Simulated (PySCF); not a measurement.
**The halides of boron, BF₂⁺ to BI₂⁺**

Level: PBE0 in the def2-TZVP basis family, computed in PySCF with density fitting; scalar-relativistic core potentials for atoms from Rb on, none lighter, no spin–orbit coupling; open shells unrestricted.

Each entry is the lowest minimum that a search over a few typed start shapes (and spin states, where more than one is plausible) found, or that minimum re-optimised at the stated level; isomers with ligand–ligand bonds, or fragments after loss of a ligand pair, can lie lower.

| molecule | 2S+1 | point group | mean bond to B (Å) | distinct angles (°) | polar-tensor charge of B |
| --- | --- | --- | --- | --- | --- |
| BF₂⁺ | 1 | D∞h | 1.226 | 180 | 1.63 |
| BBr₂⁺ | 1 | D∞h | 1.761 | 180 | 1.01 |
| BI₂⁺ | 1 | D∞h | 1.967 | 180 | 0.84 |

The bond lengthens at every step; the largest change, 0.535 Å, falls between BF₂⁺ and BBr₂⁺ among the members listed.

Left out of the table are members whose search was unfinished or whose lowest solution was spin-contaminated, unstable, very soft or bonded differently.
